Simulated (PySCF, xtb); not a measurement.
C2H6ClGe, SMILES [CH3][Ge]([CH3])[Cl] (connectivity only; charge and spin as stated), charge +1, multiplicity 1.

GFN2-xTB in xtb 6.7.1 at its own geometry gives an orbital gap of 4.53 eV.

Coordinates come from a B3LYP-D3(BJ)/def2-SVP optimisation. The multiplicity is an assumed one; no other spin state was optimised. The isomer is the one that the SMILES or the coordinates give; other isomers of the formula were not compared.

Q: What does PySCF with PBE/def2-TZVP give? (An estimate is asked for; the answer gives what the named calculation found.)

A: gap 4.05 eV (levels -12.82 and -8.77 eV).
